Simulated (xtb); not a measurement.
C3H6, SMILES C1CC1. All values are semi-empirical tight-binding results from xtb (GFN2-xTB unless named), good for trends rather than for accurate numbers. Coordinates come from a GFN2-xTB optimisation.

Task: Estimate the properties. (An estimate is asked for; the answer gives what the named calculation found.)

Result: 
```yaml
point_group_as_xtb_finds_it: D3h
orbital_gap: 10.18 eV
dipole_moment: 0.00 D
zero_point_energy: 50.5 kcal/mol
G − E(el) at 298.15 K (modified RRHO): 36.3 kcal/mol
static polarisability (D4 model): 34.9 bohr³
solvation energy, GFN2-xTB/ALPB(water): 0.0 kcal/mol
solvation energy, GFN2-xTB/ALPB(ether): -2.3 kcal/mol
```

Computed IR lines (harmonic; lines under 4 % of the strongest left out, lines within 3 cm⁻¹ merged):
ν (cm⁻¹): 979 (w), 3091 (vs), 3118 (vs) (against the strongest line: vs over 80 %, s over 45 %, m over 15 %, w over 4 %, vw less)
